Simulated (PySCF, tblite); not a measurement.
C₆H₈O₃.
Numbering: `[CH2:1]=[CH:2][O:3]/[CH:4]=[CH:5]\[C:6](=[O:7])[O:8][CH3:9]` (hydrogens: H10, H11 on C1; H12 on C2; H13 on C4; H14 on C5; H15, H16, H17 on C9)

Computed with GFN2-xTB (tblite), gas phase: nudged elastic band of 9 images (0 to 8), spring 0.2 eV/Å², climbing image at the end, force threshold 0.05 eV/Å. The top image wasn't refined or checked by frequencies; at this threshold it can lie a kcal/mol or more above the true saddle point of the method.

Path: rotation about C6–O8 (ester carbonyl carbon, ester single-bonded oxygen), followed by the dihedral C5–C6–O8–C9.

Image 0 (start, dihedral 180°):
```
atom  x, y, z in Å
C1      3.570    1.182   -0.378
C2      2.877    0.056   -0.343
O3      1.536    0.053   -0.124
C4      0.889   -1.109   -0.097
C5     -0.431   -1.226    0.109
C6     -1.339   -0.099    0.332
O7     -1.056    1.072    0.361
O8     -2.599   -0.556    0.510
C9     -3.588    0.433    0.737
H10     3.086    2.130   -0.233
H11     4.628    1.172   -0.552
H12     3.334   -0.920   -0.485
H13     1.494   -2.002   -0.255
H14    -0.882   -2.203    0.117
H15    -3.355    1.006    1.637
H16    -4.529   -0.098    0.857
H17    -3.642    1.121   -0.110
```

Image 8 (end, +0.319 eV, dihedral 0°):
```
atom  x, y, z in Å
C1      3.809    0.751    0.010
C2      2.793    0.066   -0.487
O3      1.532    0.227   -0.007
C4      0.542   -0.480   -0.531
C5     -0.737   -0.393   -0.126
C6     -1.162    0.509    0.952
O7     -0.416    1.237    1.557
O8     -2.473    0.532    1.296
C9     -3.446   -0.271    0.667
H10     3.655    1.455    0.807
H11     4.803    0.621   -0.371
H12     2.905   -0.656   -1.293
H13     0.808   -1.167   -1.336
H14    -1.460   -1.016   -0.622
H15    -3.534   -0.041   -0.398
H16    -4.386   -0.025    1.161
H17    -3.241   -1.337    0.802
```

**Question.** What do the inner images look like?

**Answer.** 
Image 1: +0.027 eV, dihedral -171°
```
atom  x, y, z in Å
C1      3.600    1.166   -0.350
C2      2.863    0.070   -0.410
O3      1.554    0.063   -0.042
C4      0.887   -1.087   -0.080
C5     -0.415   -1.212    0.214
C6     -1.312   -0.101    0.537
O7     -1.015    1.048    0.746
O8     -2.588   -0.554    0.537
C9     -3.611    0.422    0.631
H10     3.186    2.095   -0.002
H11     4.630    1.151   -0.648
H12     3.259   -0.882   -0.757
H13     1.456   -1.966   -0.383
H14    -0.883   -2.179    0.147
H15    -3.309    1.233    1.296
H16    -4.497   -0.083    1.009
H17    -3.811    0.830   -0.363
```

Image 2: +0.165 eV, dihedral -150°
```
atom  x, y, z in Å
C1      3.653    1.124   -0.315
C2      2.846    0.087   -0.465
O3      1.572    0.092    0.008
C4      0.854   -1.021   -0.107
C5     -0.416   -1.151    0.300
C6     -1.285   -0.069    0.760
O7     -0.992    1.070    1.012
O8     -2.556   -0.551    0.778
C9     -3.610    0.365    0.558
H10     3.325    2.013    0.191
H11     4.655    1.095   -0.697
H12     3.154   -0.826   -0.970
H13     1.350   -1.868   -0.581
H14    -0.921   -2.090    0.149
H15    -3.353    1.361    0.917
H16    -4.493   -0.018    1.064
H17    -3.791    0.398   -0.521
```

Image 3: +0.438 eV, dihedral -119°
```
atom  x, y, z in Å
C1      3.664    1.083   -0.294
C2      2.821    0.082   -0.484
O3      1.558    0.107    0.018
C4      0.780   -0.951   -0.170
C5     -0.475   -1.055    0.290
C6     -1.240    0.005    0.938
O7     -0.877    1.117    1.210
O8     -2.524   -0.446    1.160
C9     -3.550    0.280    0.517
H10     3.373    1.953    0.265
H11     4.659    1.043   -0.694
H12     3.086   -0.812   -1.042
H13     1.208   -1.773   -0.746
H14    -1.036   -1.950    0.080
H15    -3.422    1.358    0.621
H16    -4.488   -0.041    0.963
H17    -3.543    0.014   -0.548
```

Image 4 (top): +0.563 eV, dihedral -86°
```
atom  x, y, z in Å
C1      3.646    1.049   -0.282
C2      2.783    0.068   -0.487
O3      1.518    0.119    0.010
C4      0.688   -0.887   -0.226
C5     -0.579   -0.932    0.226
C6     -1.188    0.098    1.062
O7     -0.657    1.096    1.463
O8     -2.497   -0.208    1.421
C9     -3.467    0.183    0.472
H10     3.372    1.917    0.288
H11     4.641    0.997   -0.681
H12     3.030   -0.824   -1.057
H13     1.079   -1.709   -0.828
H14    -1.185   -1.791   -0.010
H15    -3.483    1.272    0.356
H16    -4.425   -0.157    0.861
H17    -3.281   -0.279   -0.504
```

Image 5: +0.457 eV, dihedral -44°
```
atom  x, y, z in Å
C1      3.664    1.002   -0.265
C2      2.756    0.071   -0.504
O3      1.500    0.158    0.009
C4      0.619   -0.799   -0.259
C5     -0.645   -0.797    0.198
C6     -1.140    0.192    1.166
O7     -0.430    0.929    1.799
O8     -2.476    0.192    1.441
C9     -3.443    0.088    0.419
H10     3.434    1.852    0.351
H11     4.652    0.926   -0.677
H12     2.958   -0.803   -1.118
H13     0.964   -1.609   -0.904
H14    -1.285   -1.619   -0.078
H15    -3.604    1.079   -0.017
H16    -4.365   -0.244    0.894
H17    -3.165   -0.608   -0.374
```

Image 6: +0.390 eV, dihedral -21°
```
atom  x, y, z in Å
C1      3.745    0.930   -0.212
C2      2.766    0.093   -0.515
O3      1.526    0.215    0.029
C4      0.594   -0.667   -0.310
C5     -0.668   -0.657    0.147
C6     -1.153    0.269    1.181
O7     -0.430    0.912    1.899
O8     -2.490    0.359    1.394
C9     -3.460   -0.034    0.448
H10     3.587    1.734    0.483
H11     4.717    0.820   -0.653
H12     2.896   -0.733   -1.211
H13     0.895   -1.431   -1.028
H14    -1.327   -1.425   -0.219
H15    -3.518    0.700   -0.361
H16    -4.408   -0.049    0.985
H17    -3.279   -1.023    0.025
```

Image 7: +0.336 eV, dihedral -8°
```
atom  x, y, z in Å
C1      3.813    0.834   -0.136
C2      2.784    0.089   -0.502
O3      1.549    0.246    0.044
C4      0.566   -0.532   -0.391
C5     -0.704   -0.492    0.042
C6     -1.176    0.382    1.124
O7     -0.453    1.039    1.828
O8     -2.510    0.433    1.369
C9     -3.465   -0.179    0.531
H10     3.706    1.595    0.615
H11     4.779    0.691   -0.582
H12     2.866   -0.689   -1.258
H13     0.835   -1.243   -1.173
H14    -1.393   -1.179   -0.418
H15    -3.442    0.248   -0.475
H16    -4.431    0.034    0.988
H17    -3.333   -1.263    0.475
```

The largest changes of bonds and angles from start to top: C6–O8 1.353 → 1.391 Å, C6=O7 1.205 → 1.200 Å, O8–C9 1.417 → 1.412 Å, C4=C5 1.341 → 1.345 Å, C5–C6–O8 109.8 → 112.7°, O7–C6–O8 122.9 → 120.9°, C6–O8–C9 115.8 → 114.3°. GFN2-xTB torsional profiles can miss by a kcal/mol or more and can put conformers in the wrong order.

Other torsions move too; by image: C4–C5–C6–O7 (0, -10, -10, -3, -1, -13, -15, -9, 0°).

**Question.** What do single points at PBE0/pcSseg-1 (PySCF, no dispersion term) give on some images?

**Answer.** 
| image | GFN2-xTB E (eV) | DFT E (eV) | HOMO (eV) | LUMO (eV) | dipole (D) |
| --- | --- | --- | --- | --- | --- |
| 0 | 0.000 | 0.000 | -6.80 | -1.01 | 2.46 |
| 2 | 0.165 | 0.182 | -6.84 | -1.07 | 2.99 |
| 4 | 0.563 | 0.569 | -6.97 | -1.42 | 4.51 |
| 6 | 0.390 | 0.453 | -6.91 | -1.14 | 5.35 |
| 8 | 0.319 | 0.402 | -6.91 | -1.19 | 5.36 |

Energies count from image 0 at each level. At the GFN2-xTB top the DFT energy is 13.1 kcal/mol against 13.0; the geometries weren't optimised at the DFT level.

What follows is the cost of the whole band run. Hardware: an Arm Neoverse V1 with one thread (shared host). Cost: 4.5 s, 0.18 GiB resident at most.
